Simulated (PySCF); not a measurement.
# Two-component Hartree-Fock for Ar⁷⁺ (argon, charge +7)

Start: [Ne] 3s1; 3s1/2 filled at m_j = +1/2. Calculated with PySCF 2.14 in an even-tempered Gaussian basis (20 s from 0.34 bohr⁻², ratio 2.4; 13 p from 0.45 bohr⁻², ratio 2.4; 5 d from 1.7 bohr⁻², ratio 2.6; 5 f from 2.5 bohr⁻², ratio 2.6): generalised Hartree-Fock with the X2C-1e Hamiltonian and a Gaussian nucleus; one run each with spin-orbit coupling (SO) switched off, then screened by Boettger's factors.

```tsv
spinor shell	electrons	ε, spin-free (eV)	ε, screened SO (eV)	weight of nominal j (screened SO)	rms radius, screened SO (bohr)
1s1/2	2	-3386.4	-3386.4	1.000	0.0991
2s1/2	2	-474.92	-474.92	1.000	0.442
2p1/2	2	-398.37	-400.03	0.976	0.411
2p3/2	4	-398.37	-397.55	0.988	0.413
3s1/2	1	-142.99	-142.99	1.000	1.24
```

```
   quantity   spin-free  screened SO
E (hartree)  -512.99956   -513.00117
        M_J         1/2          1/2
       ⟨J²⟩       0.750        0.750
       ⟨L²⟩       0.000        0.000
       ⟨S²⟩       0.750        0.750
```

Each row is a mean over spinors that exchange with the open shell spreads, by up to 1.972 eV (2s1/2).

Without spin-orbit coupling the j labels of p, d and f shells carry no meaning; the spin-free column gives the mean over the occupied spinors of each nl shell.
